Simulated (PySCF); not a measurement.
## Computed properties of Al(H)(Me)(OEt) (C₃H₉AlO), SMILES CC[O][AlH][CH3]

Al(H)(Me)(OEt) (C3H9AlO), SMILES CC[O][AlH][CH3]. Geometry optimised at PBE0-D3(BJ)/def2-SVP. The structure was generated by enumeration; whether it is a known compound was not checked. Other conformers were not sampled. All values are computed for the isolated molecule unless a solvent is named; none is compared with measurement here.

**Structure.** All 36 harmonic modes at PBE0-D3(BJ)/def2-SVP (PySCF) are real, so it is a minimum. With heavy atoms numbered as in [AlH:1]([CH3:3])[O:7][CH2:8][CH3:9], the shortest bond between them is O7–C8 at 1.394 Å and the longest Al1–C3 at 1.944 Å.

**Vibrations.** The strongest infrared lines (harmonic, unscaled, degenerate partners summed) lie at 1238 cm⁻¹ (355 km/mol, O 48 %, C 36 %, H 14 %), 784 cm⁻¹ (226 km/mol, H 52 %, Al 29 %, C 16 %), 1925 cm⁻¹ (200 km/mol, H 96 %). The softest mode is at 41 cm⁻¹ and the zero-point energy is 70.9 kcal/mol.

**Electronic structure.** HF/def2-TZVP (PySCF) places the frontier levels at -11.04 and 2.10 eV, a gap of 13.14 eV, and gives a dipole moment of 0.26 D and a mean polarisability of 61.7 bohr³. PBE/def2-TZVP (PySCF) at the same geometry gives -6.30 and -1.26 eV, so its gap is 8.10 eV narrower. An orbital gap is neither the optical nor the fundamental gap.

**Excitations.** TDDFT-M06-2X/def2-SVPD (PySCF) has S1 at 5.84 eV (212 nm, f = 0.004, weak); the most intense of the 10 singlets computed lies at 8.13 eV (f = 0.23). T1 (TDA) is at 5.53 eV. TDDFT-PBE/def2-SVPD (PySCF) puts S1 at 5.12 eV. No vertical singlet excitation falls in the visible range (under 3.1 eV).

**NMR.** GIAO shifts at PBE0/pcSseg-1 (PySCF) (non-relativistic, atoms alike by connectivity averaged): ¹³C from -8.8 to 64.6 ppm against TMS; ¹H from -0.1 to 5.0 ppm against TMS.
